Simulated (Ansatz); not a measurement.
`OC#C[CH2][GaH2]` + H₂O → `OC#CCO` + `[GaH3]` at 400 K and 1 bar (formal hydrolysis of a C–Ga bond).

Program: Ansatz. Geometries: PBE0-D4/def2-TZVP. ΔE: electronic, gas phase. CBS: MP2 limit from def2 TZ/QZ plus the TZ coupled-cluster correction, frozen cores. This one scheme is used for every species. For Ga outer-core shells are correlated without core-valence functions, which leaves a few kJ/mol of doubt a bond. Scalar relativity is left out up to krypton. Each species was taken in one conformer, which may not be the lowest.

```csv
species,CCSD(T)/CBS energy (Eh),H − E (kJ/mol),S (J/(mol·K))
`OC#C[CH2][GaH2]`,-2116.17176,202.0,399.9
H₂O,-76.37941,69.8,198.6
`OC#CCO`,-266.80998,203.2,346.0
`[GaH3]`,-1925.70545,64.2,231.8
```

H − E and S are ideal-gas, rigid-rotor, harmonic terms from PBE0-D4/def2-TZVP, for one conformer and one mirror image of each species. 1 Eh = 2625.50 kJ/mol, R = 8.31446 J/(mol·K).

**Question.** By hand: ΔE, ΔH, ΔS and ΔG.

**Answer.** ΔE = (-266.80998) + (-1925.70545) − (-2116.17176) − (-76.37941) = 0.03574 Eh = 93.8 kJ/mol. Δ(H − E) = 203.2 + 64.2 − 202.0 − 69.8 = -4.4, so ΔH = 89.4 kJ/mol. ΔS = 346.0 + 231.8 − 399.9 − 198.6 = -20.7 J/(mol·K). ΔG = 89.4 − 400 × (-20.7)/1000 = 97.7 kJ/mol.

**Question.** By hand: the equilibrium constant, and the temperature at which ΔG would vanish if ΔH and ΔS stayed fixed.

**Answer.** log₁₀ K = −ΔG/(RT ln 10) = -12.8. ΔH and −TΔS have one sign here, so there is no such temperature.

ΔH outweighs TΔS. A doubt of 5 kJ/mol in ΔE shifts log₁₀ K by 0.7 here. Other conformers and mirror images would add mixing entropy, several J/(mol·K) or more a flexible species. These are equilibria of isolated gas molecules and say nothing of rates. Largest T1 diagnostic: 0.013 (customary marks: 0.02 for closed shells, 0.045 for open ones).
